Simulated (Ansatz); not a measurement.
What each rung costs, and what it gives

Saddle point of SiH2BrClF2, singlet (SiHClF₂ ([F][SiH]([F])[Cl]) + HBr → SiHBrF₂ ([F][SiH]([F])[Br]) + HCl; bonds formed: Si1–Br7, Cl2–H6; bonds broken: Si1–Cl2, H6–Br7), PBE0-D4/def2-TZVP structure:

Si1  (-0.358, -0.052, -0.540)
Cl2  (1.092, -1.183, 0.965)
F3  (-0.274, -1.424, -1.358)
F4  (-1.785, -0.137, 0.127)
H5  (-0.155, 0.879, -1.655)
H6  (1.098, 0.129, 1.479)
Br7  (0.382, 1.788, 0.981)
(Å)

Barriers are electronic and count from the start structure reached by relaxing down the imaginary mode.

Ansatz 0.2.0; basis: as named in each row; cores frozen in the correlated methods. Filled d shells of the heavier atoms are correlated. The def2 sets are not built for correlating such inner shells, so the correlated values are less sure here. B3LYP uses VWN-RPA correlation. Extrapolation: Hartree–Fock as exp(−7.88 √X), correlation as X^−2.97.

Times are rough, for one single point on 8 threads of a shared host (Arm Neoverse V2).

The estimate by CCSD(T) at an estimated basis limit (MP2 extrapolated from triple and quadruple zeta, plus CCSD(T) − MP2 in triple zeta) is 38.13 kcal/mol.

| method | basis | time (s) | barrier (kcal/mol) | method less estimate |
| --- | --- | --- | --- | --- |
| HF | STO-3G | under 1 | 60.64 | 22.50 |
| PBE-D4 | STO-3G | under 1 | 22.67 | -15.46 |
| SPW92 | def2-SVP | under 1 | 19.21 | -18.92 |
| PBE-D4 | def2-SVP | under 1 | 27.12 | -11.01 |
| B3LYP-D4 | 6-31G | under 1 | 36.65 | -1.48 |
| SPW92 | def2-TZVPP | under 1 | 20.59 | -17.54 |
| PBE0-D4 | def2-SVP | under 1 | 32.12 | -6.02 |
| PBE-D4 | def2-TZVPP | 1 | 28.13 | -10.00 |
| BLYP-D4 | def2-TZVPP | 1 | 33.10 | -5.04 |
| B3LYP-D4 | def2-TZVPP | 1 | 36.45 | -1.68 |
| BHLYP-D4 | def2-TZVPP | 2 | 41.60 | 3.47 |
| PBE0-D4 | def2-TZVPP | 2 | 32.81 | -5.32 |
| CAM-B3LYP-D4 | def2-TZVPP | 2 | 38.72 | 0.59 |
| r2SCAN-D4 | def2-TZVPP | 2 | 31.88 | -6.25 |
| RPA on PBE | def2-TZVPP | 2 | 39.89 | 1.75 |
| wB97M-V | def2-SVP | 2 | 35.08 | -3.05 |
| r2SCAN0-D4 | def2-TZVPP | 2 | 34.92 | -3.21 |
| B2PLYP | def2-TZVPP | 3 | 38.50 | 0.37 |
| PBE-QIDH | def2-TZVPP | 3 | 36.66 | -1.47 |
| CCSD(T) | def2-SVP | 3 | 42.94 | 4.81 |
| wB97X-V | def2-TZVPP | 3 | 38.28 | 0.15 |
| B97M-V | def2-TZVPP | 4 | 37.65 | -0.48 |
| wB97M-V | def2-TZVPP | 4 | 36.53 | -1.60 |
| MP2 | def2-QZVPP | 8 | 36.95 | -1.18 |
| CCSD(T) | def2-TZVPP | 76 | 39.93 | 1.80 |

All methods are single points on the PBE0-D4 structures.

T1 diagnostic: at most 0.011.

Labels in which every atom is bracketed show which atoms are joined, not bond orders.
